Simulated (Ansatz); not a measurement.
Relaxation of BF2H3Sn (7 atoms, charge 0, multiplicity 1), to a largest force component of 0.015 eV/Å in at most 40 steps.

These are results of RKS r2SCAN-D4/def2-SVPD in Ansatz, not measurements.

```xyz
7
Properties=species:S:1:pos:R:3
F 1.677 -1.732 0.444
B 0.298 -1.140 0.580
F -0.717 -1.831 1.361
Sn -0.148 0.788 -0.412
H 1.169 1.368 -1.307
H -0.696 1.964 0.802
H -1.524 0.516 -1.514
```

Where does it end, and by what steps?

It converged. After 6 steps the energy has fallen by 0.907 eV; F1 moved furthest, 0.17 Å.

| step | energy less start (eV) | largest force component (eV/Å) | accepted |
| --- | --- | --- | --- |
| 0 | 0.0000 | 4.332 | yes |
| 1 | -0.6273 | 2.748 | yes |
| 2 | -0.5520 | 2.693 | no |
| 3 | -0.8732 | 1.247 | yes |
| 4 | -0.9021 | 0.227 | yes |
| 5 | -0.9062 | 0.054 | yes |
| 6 | -0.9067 | 0.005 | yes |

```xyz
7
Properties=species:S:1:pos:R:3
F 1.516 -1.741 0.487
B 0.321 -1.174 0.596
F -0.569 -1.819 1.339
Sn -0.189 0.784 -0.422
H 1.150 1.400 -1.286
H -0.677 1.934 0.746
H -1.491 0.549 -1.506
```

Whether the end is a true minimum wasn't checked by a vibrational analysis.

Run time: 31 s on 2 threads of Arm Neoverse V1 (shared host), peak memory 0.17 GiB.
